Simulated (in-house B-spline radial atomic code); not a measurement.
RPA and G0W0 for Cr, [Ar] 3d5 4s1, highest spin, as one setting changes: the radius of a hard wall (bohr). Start: PBE. A dash marks a level of low quasi-particle weight. Computed with a B-spline radial code for spherical atoms: all electrons, non-relativistic, point nucleus, each spin shell either full or empty, empty states to l = 9 with an (l + 1/2)⁻⁴ tail; G0W0 by contour deformation at full frequency.

```csv
radius of a hard wall (bohr),mean-field level (eV),G0W0 level (eV),RPA correlation (Eh)
2,106.72,4s up 98.80,-1.6448
2.5,45.94,4s up 39.42,-1.6245
3,?,?,?
3.5,9.675,4s up 4.527,-1.6256
4,?,?,?
5,-1.289,4s up -5.426,-1.6289
6,-2.707,-,-1.6275
8,-3.581,-,-1.6242
12,-3.807,-,-1.6225
```

Q: What belongs in the row for 3?

A: mean-field level (eV): 21.156; G0W0 level (eV): 4s up 15.461; RPA correlation (Eh): -1.6234.

Q: What belongs in the row for 4?

A: mean-field level (eV): 3.805; G0W0 level (eV): 4s up -0.932; RPA correlation (Eh): -1.6277.
